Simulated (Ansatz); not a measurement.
Mulliken charges of `CS[Si](F)(F)F` from PBE/def2-TZVPP in Ansatz (PBE0-D4/def2-TZVP geometry).

```csv
atom,x (Å),y (Å),z (Å),charge (e)
C1,-0.096,-1.218,0.909,-0.266
S2,1.288,-0.400,0.048,-0.178
Si3,0.209,1.123,-0.868,0.784
F4,-0.915,0.580,-1.834,-0.248
F5,1.195,2.016,-1.707,-0.247
F6,-0.542,2.047,0.167,-0.248
H7,0.343,-2.056,1.447,0.126
H8,-0.829,-1.595,0.198,0.139
H9,-0.565,-0.543,1.622,0.139
```

Question: By hand: the dipole of these point charges (1 e Å = 4.8032 D).

Answer: Σ q r = (-0.124, -0.430, 0.339) e Å, of length 0.561 e Å = 2.69 D.

Question: How does the dipole of the full density compare? (An estimate is asked.)

Answer: The calculation gave: (-0.103, -0.388, 0.304) e Å, 2.42 D; the point charges give 1.11 times that, at 1° from its direction.

Point charges leave out the atoms' own dipoles, such as those of lone pairs, and Mulliken's split depends on the basis, so the close match here is no proof of good charges.
